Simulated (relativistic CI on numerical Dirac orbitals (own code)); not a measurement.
# Cr³⁺ in a cubic cluster: 3s photoemission with charge transfer

Computed with a charge-transfer multiplet model of a cubic metal-ligand cluster with up to 2 ligand holes, Slater and spin-orbit integrals from Dirac-Coulomb-Breit ions, Slater integrals scaled by 0.9. The parameters are those of a tetrahedral site (10Dq negative, t2 hopping the larger). The ground state mixes d3 with configurations of k ligand holes L, whose averages lie at kΔ + k(k − 1)U_dd/2; a core hole lowers each added d electron by U_cd. 300 K, Lorentzian 1.4 eV and Gaussian 0.8 eV FWHM.

Atomic integrals in eV (Slater integrals scaled, ζ unscaled), ground: F2dd 9.646, F4dd 6.039, zeta_d 0.033; with the core hole: F2dd 10.597, F4dd 6.675, zeta_d 0.040, G2cd 10.591.

Cluster parameters (eV): Δ = 1.4, U_cd = 6.6, 10Dq = -0.1, 10Dq(ligand) = 0, V(eg) = 0.68, V(t2g) = -1.15, final-state hopping factor = 1.

```
         Case   n_d    d3   d4L  d5L2     S
U_dd = 4.9 eV  3.64  0.42  0.51  0.06  1.50
U_dd = 5.6 eV  3.62  0.44  0.51  0.05  1.50
U_dd = 7.7 eV  3.57  0.46  0.50  0.04  1.50
```

Weights, n_d and S are thermal averages at 300 K. Binding energies count from the first peak over 30 % of the highest in each spectrum, which can be another peak from case to case. The parameters are a model scan and need not match a compound or its usual spin state. Peaks in eV (height, largest 100):
- U_dd = 4.9 eV: 0.0 (53), 3.7 (100), 8.7 (33), 11.7 (95), 17.1 (21), 18.6 (23), 22.5 (12)
- U_dd = 5.6 eV: 0.0 (60), 3.5 (97), 11.6 (100), 17.3 (20), 18.5 (21), 22.0 (12)
- U_dd = 7.7 eV: 0.0 (79), 3.0 (63), 5.8 (24), 10.8 (100), 17.8 (17)

Curve for U_dd = 4.9 eV (points under 2 left out, the grid thinned):

E (eV), Intensity and a bar:
```
     -3.6        3.7 #
     -2.9        5.2 #
     -2.3        7.4 ##
     -1.6       13.2 ###
     -1.0       25.5 #######
     -0.3       49.5 ###############
      0.3       48.7 ###############
      1.0       28.4 ########
      1.6       22.6 ######
      2.3       30.5 #########
      2.9       56.0 #################
      3.6       98.1 ##############################
      4.2       82.9 #########################
      4.9       39.8 ############
      5.5       23.9 #######
      6.2       18.5 #####
      6.8       17.8 #####
      7.5       21.9 ######
      8.1       29.7 #########
      8.8       33.2 ##########
      9.4       34.6 ##########
     10.1       41.3 ############
     10.8       58.5 ##################
     11.4       87.6 ###########################
     12.1       86.7 ##########################
     12.7       59.1 ##################
     13.4       37.3 ###########
     14.0       29.9 #########
     14.7       25.6 #######
     15.3       20.8 ######
     16.0       18.2 #####
     16.6       19.6 #####
     17.3       20.4 ######
     17.9       20.8 ######
     18.6       23.5 #######
     19.2       18.6 #####
     19.9       11.0 ###
     20.5        8.3 ##
     21.2        8.5 ##
     21.8       10.0 ##
     22.5       11.9 ###
     23.1        9.0 ##
     23.8        4.8 #
     24.4        3.1 
     25.1        2.1
```

For the case U_dd = 5.6 eV, Δ = 1.4 eV is smaller than U_dd = 5.6 eV, the charge-transfer side of the Zaanen-Sawatzky-Allen scheme. With the core hole the average of the configuration with one ligand hole lies at Δ − U_cd = -5.2 eV before mixing: it lies below the unscreened one, so the lowest final states are mostly screened and the unscreened weight appears at higher binding energy as a satellite.

With at most 2 ligand holes the space is cut while the next configuration still counts, so covalency is underestimated, and a final configuration with one more ligand hole, which can lie low, is missing from the spectra.

Without intra-shell correlation the exchange splitting of the 3s hole comes out too large.
